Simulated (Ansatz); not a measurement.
Compare A (`BS[SiH2]C`) with its isomer B (`CB([SiH3])S`).

Program: Ansatz. Geometries: PBE0-D4/def2-TZVP. ΔE: electronic, gas phase. CBS: MP2 limit from def2 TZ/QZ plus the TZ coupled-cluster correction, frozen cores. DFT in def2-TZVPP. B3LYP here is the variant with VWN-RPA as its local correlation; programs differ in this. One conformer a species, not always the lowest.

Which isomer does CCSD(T)/CBS put lower? Give the gap. (Estimate.)

Ansatz gave: A, by 62.6 kJ/mol.

Give E(B) − E(A) in kJ/mol with r2SCAN-D4, PBE0-D4, BLYP-D4, LDA (SPW92), CCSD/def2-TZVPP, PBE-D4, B3LYP. (Estimate.)

The calculation gave: r2SCAN-D4 57.6, PBE0-D4 54.2, BLYP-D4 53.7, LDA (SPW92) 41.6, CCSD/def2-TZVPP 60.0, PBE-D4 48.7, B3LYP 57.9. None reverses the order clearly.

Does the order hold for the free energy at 298.15 K (harmonic terms from PBE0-D4)? (An estimate is asked.)

The calculation gave: Yes: G(B) − G(A) = +56.5 kJ/mol, for one conformer each. Modes under 60 cm⁻¹, often nearly free rotors, make the harmonic entropy too high.

Largest T1 diagnostic: 0.014.

From r2SCAN to r2SCAN0 (25 % exact exchange), in def2-TZVPP and without D4, E(B) − E(A) moves by +3.1 kJ/mol. At CCSD(T), def2-SVP lies −22.0 kJ/mol from the extrapolated value and def2-TZVPP −3.5 kJ/mol.
